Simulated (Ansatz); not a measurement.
Spectroscopic constants of IrN, multiplicity 5 (an upper state: multiplicity 1 came lower at CCSD(T)/def2-TZVPP on PBE0 minima). No spin–orbit coupling. The T1 diagnostic near the minimum is 0.054, so single-reference values are doubtful.

The constants come from a fifth-degree fit in 1/R (seven points, main isotopes). Runs in def2 and cc sets follow the lowest solution found near the PBE0 minimum.

Programs: Ansatz (Gaussian basis) for Hartree–Fock, density functionals and correlated methods. Values without a source in brackets are computed. In def2 rows elements past Kr take small-core potentials, without spin–orbit coupling.

| level | r_e (Å) | ω_e (cm⁻¹) | ω_e x_e (cm⁻¹) | α_e (cm⁻¹) | dipole (D) |
|---|---|---|---|---|---|
| PBE/def2-TZVPP | 1.741 | 861 | 4.9 | 0.0030 | 2.92 |
| PBE0/def2-TZVPP | 1.732 | 850 | 5.5 | 0.0034 | 3.19 |
| wB97X-V/def2-TZVPP | 1.729 | 849 | 6.2 | 0.0036 | 3.40 |
| CCSD/def2-TZVPP | 1.740 | 841 | 5.6 | 0.0033 | - |
| CCSD(T)/def2-TZVPP | 1.742 | 851 | 4.7 | 0.0030 | - |

Correlated levels freeze the inner cores; with def2 sets outer-core shells near the valence are correlated too.

Doubts at one or more of the structures used: T1 above 0.05 (CCSD/def2-TZVPP, CCSD(T)/def2-TZVPP).

Ansatz is an electronic-structure program.
